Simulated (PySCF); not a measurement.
**Electron correlation in Zr (zirconium, neutral)**

Starting occupation: [Kr] 4d1 5s2 5p1, 4d5/2 with m_j = +5/2, 5p3/2 with m_j = +3/2. Computed with PySCF 2.14 in x2c-TZVPall-2c, with X2C-1e with screened-nucleus spin-orbit coupling, Gaussian nucleus. Frozen: [Ar] 3d10; 12 electrons correlated; the 6 highest virtual spinors left out.

MP2 pair energies summed by pair of shells (mhartree):

| pair | energy | share (%) |
| --- | --- | --- |
| 4p-4p | -108.69 | 44.6 |
| 4p-5s | -35.38 | 14.5 |
| 4d-4p | -23.69 | 9.7 |
| 4p-4s | -21.84 | 9.0 |
| 5p-5s | -13.41 | 5.5 |
| 4d-5s | -11.40 | 4.7 |
| 5s-5s | -10.13 | 4.2 |
| 4p-5p | -6.00 | 2.5 |
| 4s-4s | -5.62 | 2.3 |
| 4s-5s | -2.71 | 1.1 |
| 4d-4s | -2.59 | 1.1 |
| 4d-5p | -1.99 | 0.8 |
| 4s-5p | -0.32 | 0.1 |

Total MP2 correlation energy: -243.76 mhartree.

The GHF reference relaxed away from the jj start to a determinant that is no pure jj level (⟨S²⟩ = 2.66, ⟨J²⟩ = 23.15); the energies belong to that determinant.

This basis was not built for core-valence correlation, so the inner-shell part is incomplete.
